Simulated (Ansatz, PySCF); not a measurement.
Si(F)2(OH)(SeH) (F2H2OSeSi), SMILES F[Si](F)(O)[SeH]. Atoms are numbered in the order given.

```xyz
7

O     -1.0340     1.5970     0.9676
Si    -0.7590     0.1015     0.3726
F     -1.8613    -0.3238    -0.7175
F     -0.9276    -0.8797     1.6280
Se     1.2121    -0.1461    -0.6773
H     -0.8478     2.3437     0.3906
H      1.9419     0.3600     0.4965
```
Charge 0, spin multiplicity 1.

Geometry: PBE0-D3(BJ)/def2-SVP. The structure was generated by enumeration, and PubChem lists no compound with its InChIKey, so it may never have been made. Other conformers were not sampled.

Two levels are set side by side: PBE-D3(BJ)/def2-SVP (Ansatz, a quantum-chemistry and plane-wave program) and PBE0-D3(BJ)/def2-SVP (Ansatz). Each level has its own optimised geometry; the coordinates shown are those of the second. Frequencies come from the Hessian of PySCF at each geometry. Differences are taken from unrounded values.

```
quantity                            PBE0-D3(BJ)  PBE-D3(BJ)  PBE-D3(BJ) minus PBE0-D3(BJ)
----------------------------------  -----------  ----------  ----------------------------
mean bond length (Å)                      1.587       1.604                         0.016
bond O1–Si2 (Å)                           1.633       1.652                         0.019
bond Si2–F3 (Å)                           1.607       1.624                         0.017
bond Si2–F4 (Å)                           1.602       1.619                         0.016
bond Si2–Se5 (Å)                          2.247       2.267                         0.020
bond O1–H6 (Å)                            0.962       0.973                         0.012
bond Se5–H7 (Å)                           1.472       1.486                         0.014
highest harmonic wavenumber (cm⁻¹)         3939        3769                          -170
mean harmonic wavenumber (cm⁻¹)             856         823                           -33
zero-point energy (kcal/mol)              18.36       17.66                         -0.70
```

GGA bonds tend to be longer and softer than those of functionals with exact exchange. Differences between two approximate levels are no errors against the true value.
